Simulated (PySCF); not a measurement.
H3OSi, SMILES [O][SiH3], multiplicity 2. Atoms are numbered in the order given.

```xyz
5

O     -1.1836    -0.0267     0.0000
Si     0.4742    -0.0013     0.0000
H      1.0542    -0.6186     1.2149
H      0.7218     1.4692     0.0000
H      1.0542    -0.6186    -1.2149
```
Charge 0, spin multiplicity 2.

The structure is a stationary point at B3LYP-D3(BJ)/def2-TZVP. The isomer is the one that the SMILES or the coordinates give; other isomers of the formula were not compared.

Calculation: PBE0/pcH-1 (PySCF).

Unrestricted Kohn–Sham, ⟨S²⟩ = 0.754. Hyperfine tensors hold the contact and dipolar terms, without spin-orbit corrections.

Computed hyperfine couplings:
| nucleus | A(iso) (MHz) | A(iso) (G) | dipolar principal values (MHz) |
|---|---|---|---|
| 17O no. 1 | -32.6 | -11.6 | -262.2, 130.7, 131.5 |
| 29Si no. 2 | 59.6 | 21.3 | -3.0, -2.0, 5.0 |
| 1H no. 3 | 28.9 | 10.3 | -3.8, -2.8, 6.6 |
| 1H no. 4 | 180.5 | 64.4 | -5.3, -0.7, 6.1 |
| 1H no. 5 | 28.9 | 10.3 | -3.8, -2.8, 6.6 |

Problem. And the g tensor (effective nuclear charges for spin-orbit coupling, GIAO)? (Estimate from the structure and the level; the computed values follow.)

Solution. principal values 2.0021, 2.0143, 2.0478; isotropic 2.0214.
